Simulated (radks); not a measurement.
All-electron atom: Ga I in [Ar] 3d10 4s2 4p1. Method: non-relativistic Kohn-Sham, LDA (Slater exchange, Perdew-Wang correlation), spin-polarised, spherical densities, point nucleus; open shells are filled with parallel spins first; hard spherical wall at 3.5 bohr; computed with a radial shooting solver on a logarithmic mesh with Libxc functionals.

Radial electron density D(r) = 4 pi r^2 rho(r):

| r (bohr) | D(r) (e/bohr) | spin D(r) |
|---|---|---|
| 0.001823 | 0.7588 | -0.00000873 |
| 0.002056 | 0.9508 | -0.0000109 |
| 0.002336 | 1.207 | -0.0000137 |
| 0.002634 | 1.506 | -0.0000170 |
| 0.00297 | 1.876 | -0.0000210 |
| 0.003349 | 2.329 | -0.0000258 |
| 0.003806 | 2.925 | -0.0000319 |
| 0.004291 | 3.608 | -0.0000385 |
| 0.004838 | 4.434 | -0.0000460 |
| 0.005455 | 5.425 | -0.0000543 |
| 0.0062 | 6.692 | -0.0000634 |
| 0.00699 | 8.102 | -0.0000714 |
| 0.007881 | 9.747 | -0.0000774 |
| 0.008886 | 11.65 | -0.0000791 |
| 0.0101 | 13.96 | -0.0000717 |
| 0.01139 | 16.39 | -0.0000499 |
| 0.01284 | 19.05 | -0.00000436 |
| 0.01448 | 21.90 | 0.0000787 |
| 0.01645 | 25.07 | 0.000231 |
| 0.01855 | 28.03 | 0.000464 |
| 0.02092 | 30.86 | 0.000826 |
| 0.02358 | 33.40 | 0.00137 |
| 0.02659 | 35.46 | 0.00217 |
| 0.03022 | 36.94 | 0.00341 |
| 0.03407 | 37.54 | 0.00505 |
| 0.03842 | 37.32 | 0.00729 |
| 0.04332 | 36.33 | 0.0103 |
| 0.04923 | 34.65 | 0.0144 |
| 0.05551 | 32.84 | 0.0191 |
| 0.06258 | 31.26 | 0.0247 |
| 0.07056 | 30.37 | 0.0309 |
| 0.0802 | 30.64 | 0.0376 |
| 0.09042 | 32.20 | 0.0431 |
| 0.102 | 34.89 | 0.0468 |
| 0.115 | 38.20 | 0.0474 |
| 0.1306 | 41.48 | 0.0433 |
| 0.1473 | 43.34 | 0.0345 |
| 0.1661 | 43.25 | 0.0213 |
| 0.1873 | 40.87 | 0.00575 |
| 0.2128 | 36.18 | -0.00929 |
| 0.24 | 30.78 | -0.0170 |
| 0.2706 | 25.75 | -0.0142 |
| 0.3051 | 22.32 | 0.00119 |
| 0.344 | 21.15 | 0.0274 |
| 0.3909 | 22.18 | 0.0599 |
| 0.4408 | 24.26 | 0.0841 |
| 0.497 | 26.08 | 0.0922 |
| 0.5603 | 26.53 | 0.0790 |
| 0.6368 | 24.95 | 0.0450 |
| 0.718 | 21.77 | 0.00733 |
| 0.8096 | 17.66 | -0.0172 |
| 0.9128 | 13.47 | -0.00940 |
| 1.037 | 9.626 | 0.0500 |
| 1.17 | 6.958 | 0.158 |
| 1.319 | 5.195 | 0.306 |
| 1.487 | 4.131 | 0.473 |
| 1.69 | 3.444 | 0.633 |
| 1.906 | 2.943 | 0.721 |
| 2.148 | 2.391 | 0.711 |
| 2.422 | 1.714 | 0.581 |
| 2.753 | 0.9116 | 0.339 |
| 3.104 | 0.2713 | 0.106 |

D(r) has 3 maxima, at r = 0.0349, 0.156, 0.543 bohr, and minima at 0.0734, 0.344 bohr, inside which lie 2.10, 10.94 electrons.
